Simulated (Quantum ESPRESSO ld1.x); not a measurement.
Task: Species: Co+. Configuration: [Ar] 3d8 (the NIST ground configuration). Calculated with ld1.x of Quantum ESPRESSO 7.5: scalar-relativistic Kohn-Sham, LDA (Slater exchange, Perdew-Wang correlation), spin-polarised, spherical densities, point nucleus; open shells are filled with parallel spins first. Some entries of the table are withheld. Estimate them.

orbital  occ.  eigenvalue (eV)  r(max) (bohr)
1s up       1         -7579.97          0.037
1s down     1         -7579.96          0.037
2s up       1         -899.964          0.214
2s down     1         -898.952          0.214
2p up       3         -772.294          0.172
2p down     3         -771.514          0.172
3s up       1              (1)          0.670
3s down     1              (2)          0.670
3p up       3         -69.8323            (3)
3p down     3         -67.8775            (4)
3d up       5         -13.3107          0.676
3d down     3         -11.6218          0.676

Result: 
(1) 3s up eigenvalue (eV): -106.052
(2) 3s down eigenvalue (eV): -104.044
(3) 3p up r(max) (bohr): 0.681
(4) 3p down r(max) (bohr): 0.681
